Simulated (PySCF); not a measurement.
## Computed properties of C2H6FGaO, SMILES C[CH2][Ga]([OH])[F]

Ga(F)(Et)(OH) (C2H6FGaO), SMILES C[CH2][Ga]([OH])[F]. Coordinates come from a PBE0-D3(BJ)/def2-SVP optimisation. The structure was generated by enumeration; whether it is a known compound was not checked. Other conformers were not sampled. All values are computed for the isolated molecule unless a solvent is named; none is compared with measurement here.

**Structure.** The optimised structure has Cs symmetry. All 27 harmonic modes at PBE0-D3(BJ)/def2-SVP (PySCF) are real, so it is a minimum. With heavy atoms numbered as in [Ga:1]([F:2])([CH2:3][CH3:4])[OH:10], the shortest bond between them is C3–C4 at 1.525 Å and the longest Ga1–C3 at 1.956 Å.

**Vibrations.** The strongest infrared lines (harmonic, unscaled, degenerate partners summed) lie at 724 cm⁻¹ (138 km/mol, O 63 %, Ga 22 %, F 12 %), 781 cm⁻¹ (95 km/mol, H 87 %), 344 cm⁻¹ (85 km/mol, H 92 %). The softest mode is at 35 cm⁻¹ and the zero-point energy is 50.6 kcal/mol.

**Electronic structure.** M06-2X/def2-TZVP (PySCF) places the frontier levels at -9.63 and 0.11 eV, a gap of 9.74 eV, and gives a dipole moment of 4.29 D and a mean polarisability of 50.9 bohr³. PBE/def2-TZVP (PySCF) at the same geometry gives -6.98 and -1.38 eV, so its gap is 4.14 eV narrower. An orbital gap is neither the optical nor the fundamental gap.

**Excitations.** TDA-M06-2X/def2-SVPD (PySCF) has S1 at 6.68 eV (186 nm, f = 0.011, weak); the most intense of the 10 singlets computed lies at 6.81 eV (f = 0.14). T1 (TDA) is at 6.05 eV, 0.63 eV under S1. TDA-PBE/def2-SVPD (PySCF) puts S1 at 5.94 eV. No vertical singlet excitation falls in the visible range (under 3.1 eV).

**NMR.** GIAO shifts at PBE0/pcSseg-1 (PySCF) (non-relativistic, atoms alike by connectivity averaged): ¹³C from 7.7 to 12.4 ppm against TMS; ¹H from 1.3 to 3.1 ppm against TMS; ¹⁹F at -165.2 ppm against CFCl3.
